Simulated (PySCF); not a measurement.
PySCF input (M06-2X/def2-TZVPD):

```python
from pyscf import gto, scf, dft

mol = gto.M(
    atom='''
    C    -0.96798096   -1.14464249   -0.39569881
    C     0.21044488   -0.29318196   -0.04211909
    C     1.55264099   -0.94862034   -0.02363390
    C     0.05025823    1.04512303    0.25357996
    O    -1.00247187    1.75129764    0.28449531
    H    -1.11070197   -1.99527446    0.29582404
    H    -1.87181333   -0.53147957   -0.36753207
    H    -0.89117574   -1.59364364   -1.40299560
    H     1.84388399   -1.38535606   -0.99883485
    H     2.32972068   -0.22466816    0.24793753
    H     1.62471577   -1.78633187    0.69721427
    H     1.02296678    1.55430317    0.49965522
    ''',
    basis='def2-tzvpd',
    charge=-1,
    spin=0,
    verbose=4,
)

mf = dft.RKS(mol, xc='m062x').density_fit(auxbasis='def2-universal-jkfit')
mf.grids.level = 4
mf.conv_tol = 1e-9
mf.max_cycle = 100
mf.max_memory = 1500
mf.kernel()
if not mf.converged:
    mf = mf.newton()
    mf.kernel(mf.make_rdm1())
mf.analyze()
```

End of the output:

```
Extra cycle  E= -231.846541470229  delta_E= 1.31e-12  |g|= 1.58e-05  |ddm|= 0.000101
converged SCF energy = -231.846541470229
**** SCF Summaries ****
Total Energy =                        -231.846541470228800
Nuclear Repulsion Energy =             166.172101979628025
One-electron Energy =                 -650.726781121615659
Two-electron Energy =                  252.708137671758834
Two-electron Coulomb Energy =          285.728255457024488
DFT Exchange-Correlation Energy =      -33.020117785265654
HOMO-LUMO gap [eV] =                     4.522458532146526
**** MO energy ****
MO #1   energy= -19.3479054569656  occ= 2
MO #2   energy= -10.3688344161046  occ= 2
MO #3   energy= -10.3611191766788  occ= 2
MO #4   energy= -10.349006909614   occ= 2
MO #5   energy= -10.3071010904058  occ= 2
MO #6   energy= -0.878317098166409 occ= 2
MO #7   energy= -0.694049427637562 occ= 2
MO #8   energy= -0.603410887632187 occ= 2
MO #9   energy= -0.531266175551217 occ= 2
MO #10  energy= -0.388859991447156 occ= 2
MO #11  energy= -0.335494609085556 occ= 2
MO #12  energy= -0.317616232905742 occ= 2
MO #13  energy= -0.308131961888538 occ= 2
MO #14  energy= -0.272658199094493 occ= 2
MO #15  energy= -0.254084975414735 occ= 2
MO #16  energy= -0.240664662578422 occ= 2
MO #17  energy= -0.21242915156761  occ= 2
MO #18  energy= -0.206270911313838 occ= 2
MO #19  energy= -0.086730414031237 occ= 2
MO #20  energy= -0.0241893225979268 occ= 2
MO #21  energy= 0.142007964406218  occ= 0
MO #22  energy= 0.162971734230627  occ= 0
MO #23  energy= 0.171323676163509  occ= 0
MO #24  energy= 0.204675371662912  occ= 0
MO #25  energy= 0.208102217801533  occ= 0
MO #26  energy= 0.209593502867319  occ= 0
MO #27  energy= 0.227385493108392  occ= 0
MO #28  energy= 0.228372315775125  occ= 0
MO #29  energy= 0.254878006030327  occ= 0
MO #30  energy= 0.256004944303026  occ= 0
MO #31  energy= 0.269424617031746  occ= 0
MO #32  energy= 0.27548094231765   occ= 0
MO #33  energy= 0.291783933985527  occ= 0
MO #34  energy= 0.304909107969681  occ= 0
MO #35  energy= 0.312081959374727  occ= 0
MO #36  energy= 0.312651797688111  occ= 0
MO #37  energy= 0.324755114878228  occ= 0
MO #38  energy= 0.336635083273769  occ= 0
MO #39  energy= 0.35660859273996   occ= 0
MO #40  energy= 0.358556764035372  occ= 0
MO #41  energy= 0.372677268775778  occ= 0
MO #42  energy= 0.378099392894592  occ= 0
MO #43  energy= 0.38997261837294   occ= 0
MO #44  energy= 0.399067395379397  occ= 0
MO #45  energy= 0.405983182678497  occ= 0
MO #46  energy= 0.4064167722146    occ= 0
MO #47  energy= 0.429427944145032  occ= 0
MO #48  energy= 0.433306114073384  occ= 0
MO #49  energy= 0.435055898513072  occ= 0
MO #50  energy= 0.441252787512748  occ= 0
MO #51  energy= 0.441920234268133  occ= 0
MO #52  energy= 0.454094207896783  occ= 0
MO #53  energy= 0.457405233049975  occ= 0
MO #54  energy= 0.470007958953824  occ= 0
MO #55  energy= 0.477632235366108  occ= 0
MO #56  energy= 0.488218564503153  occ= 0
MO #57  energy= 0.495571228655656  occ= 0
MO #58  energy= 0.49932767269061   occ= 0
MO #59  energy= 0.509829470982641  occ= 0
MO #60  energy= 0.52540289786354   occ= 0
MO #61  energy= 0.533004458106432  occ= 0
MO #62  energy= 0.536913404366239  occ= 0
MO #63  energy= 0.548172469921948  occ= 0
MO #64  energy= 0.554478425148201  occ= 0
MO #65  energy= 0.559875355286381  occ= 0
MO #66  energy= 0.560373270295421  occ= 0
MO #67  energy= 0.571182450875815  occ= 0
MO #68  energy= 0.579538086790321  occ= 0
MO #69  energy= 0.586947082495046  occ= 0
MO #70  energy= 0.596683175320151  occ= 0
MO #71  energy= 0.604254178121522  occ= 0
MO #72  energy= 0.60849954278181   occ= 0
MO #73  energy= 0.617301610564948  occ= 0
MO #74  energy= 0.633775021005664  occ= 0
MO #75  energy= 0.661262687739096  occ= 0
MO #76  energy= 0.662513785305514  occ= 0
MO #77  energy= 0.668391538537915  occ= 0
MO #78  energy= 0.669964746930809  occ= 0
MO #79  energy= 0.695599338103712  occ= 0
MO #80  energy= 0.700436094776273  occ= 0
MO #81  energy= 0.708759977433359  occ= 0
MO #82  energy= 0.712778592548205  occ= 0
MO #83  energy= 0.735667292644397  occ= 0
MO #84  energy= 0.766098953410121  occ= 0
MO #85  energy= 0.768398510997459  occ= 0
MO #86  energy= 0.792477155081797  occ= 0
MO #87  energy= 0.795346592477556  occ= 0
MO #88  energy= 0.803946871900514  occ= 0
MO #89  energy= 0.808532883975615  occ= 0
MO #90  energy= 0.818524356964583  occ= 0
MO #91  energy= 0.84326421649368   occ= 0
MO #92  energy= 0.85829944882536   occ= 0
MO #93  energy= 0.862918570459827  occ= 0
MO #94  energy= 0.878685068536674  occ= 0
MO #95  energy= 0.882491145616497  occ= 0
MO #96  energy= 0.886829883367762  occ= 0
MO #97  energy= 0.895420788020553  occ= 0
MO #98  energy= 0.908478978997663  occ= 0
MO #99  energy= 0.918081004006554  occ= 0
MO #100 energy= 0.924473880684416  occ= 0
MO #101 energy= 0.927962915054183  occ= 0
MO #102 energy= 0.943403358671438  occ= 0
MO #103 energy= 0.953598027087637  occ= 0
MO #104 energy= 0.973850601614255  occ= 0
MO #105 energy= 0.980962594084062  occ= 0
MO #106 energy= 0.996732982803082  occ= 0
MO #107 energy= 1.01860492941956   occ= 0
[...]
```

It need not be the lowest isomer of its formula. Whether it binds its extra electron was not tested at this geometry.
